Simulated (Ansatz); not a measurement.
B6Pt⁺, relaxed as a doublet with UKS r2SCAN-D4/def2-SVP in Ansatz, starting from the GFN2-xTB geometry. Force threshold 0.02 eV/Å.

In the def2 sets Pt takes a core potential; there is no spin–orbit coupling. The charge 1 doublet is spin-contaminated (final ⟨S²⟩ up to 0.92, 0.75 for a pure state). Another isomer (doublet) lies 1.15 eV lower at PBE0-D4/def2-TZVP; other spin states weren't run for this one.

Start:

```xyz
7

Pt   -1.322    0.544    0.373
B    -0.183   -1.450    1.036
B    -0.355   -1.279   -0.474
B     0.869    1.057    0.324
B    -0.079   -0.055   -1.406
B     0.471    1.341   -1.123
B     0.600   -0.158    1.270
```

```
        step  energy (eV)  largest force component (eV/Å)  SCF passes
           1   -7286.2481                           2.439          30
           2   -7286.7069                           0.247          32
           3   -7286.7361                           0.620          33
           4   -7286.7483                           0.278          28
5 (rejected)   -7286.7454                           0.201          33
           6   -7286.7532                           0.012          29
```

Force components are those of the run's own axes.

End:

```xyz
7

Pt   -1.2901    0.5578    0.3479
B    -0.4071   -1.4218    1.1403
B    -0.2230   -1.3032   -0.4297
B     0.9470    0.9899    0.2344
B     0.0578   -0.0561   -1.3876
B     0.2486    1.4906   -1.0977
B     0.6669   -0.2572    1.1925
```

By distances, no bond broke or formed. The bond that changes most is Pt1–B6, from 2.47 to 2.31 Å (atoms count from 1).

No frequencies were taken in this run, so the end may be a saddle point.

It took 10 s on 4 threads of Intel Xeon 6975P-C on a shared host.
